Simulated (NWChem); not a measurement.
GaBr$_{2}$ cation; SMILES [Br][Ga+][Br]

```xyz
3

Ga     0.0000     0.0000     0.0000
Br     0.0000     0.0000     2.1761
Br     0.0000     0.0000    -2.1761
```
Atoms are numbered in this order, from 1.

The geometry was optimised at PBE0/def2-SVP.

Spin-orbit effects, on the heavy nuclei and on their neighbours, are missing.

Q: Give the principal values of the shielding tensors (ppm) of Ga1, Br2 from KT2/pcSseg-1, GIAO (NWChem), with their diamagnetic and paramagnetic parts as GIAO splits them.

A: 
```json
[
 {"atom": "Ga1", "σ11": "973.8", "σ22": "973.8", "σ33": "2654.6", "isotropic": "1534.1", "diamagnetic": "2641.7", "paramagnetic": "-1107.6"},
 {"atom": "Br2", "σ11": "1515.1", "σ22": "1515.1", "σ33": "3134.6", "isotropic": "2054.9", "diamagnetic": "3125.3", "paramagnetic": "-1070.4"}
]
```
